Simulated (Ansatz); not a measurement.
Gas-phase electronic energies from Ansatz, PBE0-D4/def2-TZVP geometries. CBS: MP2 limit from def2 TZ/QZ plus the TZ coupled-cluster correction, frozen cores. Functionals use def2-TZVPP. def2 core potentials past Kr. For Te outer-core shells are correlated without core-valence functions, which leaves a few kJ/mol of doubt a bond. Each species was taken in one conformer, which may not be the lowest.

`BC([SiH3])[SiH2]F` + H₂Te → `F[SiH2][TeH]` + `BC[SiH3]`  (ligand exchange at the Si–C bond)

`BC([SiH3])[SiH2]F`:

Z-matrix (Å, degrees):
```
C
Si 1 1.892
Si 1 1.861 2 103.9
B 1 1.536 2 109.6 3 -117.5
H 1 1.095 2 107.9 3 117.1
H 2 1.490 1 109.8 3 -37.8
H 2 1.483 1 110.6 3 82.0
H 2 1.484 1 109.5 3 -156.9
F 3 1.603 1 110.5 2 -165.1
H 3 1.482 1 110.4 2 76.5
H 3 1.483 1 110.0 2 -46.6
H 4 1.196 1 121.7 2 -117.8
H 4 1.200 1 119.6 2 62.1
```

H₂Te:

Z-matrix (Å, degrees):
```
Te
H 1 1.656
H 1 1.656 2 90.4
```

`F[SiH2][TeH]`:

```xyz
6

F     0.735    0.127   -1.696
Si    0.170   -0.507   -0.341
Te   -1.451    0.978    0.795
H    -0.565   -1.745   -0.686
H     1.334   -0.769    0.533
H    -0.223    1.915    1.396
```

`BC[SiH3]`:

```xyz
10

B    -0.987   -0.921    0.718
C    -0.366   -0.443   -0.599
Si    0.895    0.896   -0.140
H    -0.474   -1.799    1.352
H    -1.952   -0.375    1.171
H    -1.059    0.057   -1.282
H     0.223   -1.195   -1.132
H     1.971    0.338    0.719
H     1.506    1.424   -1.388
H     0.242    2.019    0.582
```

```tsv
level	ΔE (kcal/mol)	difference from CCSD(T)/CBS
PBE0-D4	-9.6	-0.6
r2SCANh-D4	-9.4	-0.4
BHLYP-D4	-9.1	-0.1
PBE0	-10.5	-1.5
CAM-B3LYP	-9.4	-0.4
LC-ωPBE	-8.7	0.3
HF/def2-TZVPP	-10.3	-1.3
SCS-MP2/def2-TZVPP	-8.4	0.6
HF/CBS(def2)	-10.4	-1.4
CCSD/CBS(def2)	-9.2	-0.2
CCSD(T)/CBS	-9.0	0
```

Largest T1 diagnostic among the species: 0.012.

In def2-TZVPP, CCSD(T) changes the Hartree–Fock value by +2.8 kcal/mol (the triples alone add +0.2 kcal/mol) and MP2 by +1.7 kcal/mol. The D4 term adds +1.6 kcal/mol with B3LYP and +0.9 kcal/mol with PBE0; it sums over pairs of atoms, weighted by their polarisabilities, and B3LYP, whose exchange is more repulsive, gets the larger term. From BLYP to BHLYP (50 % exact exchange), in def2-TZVPP and without D4, ΔE moves by +1.6 kcal/mol.

B3LYP here is the variant with VWN-RPA as its local correlation; programs differ in this.
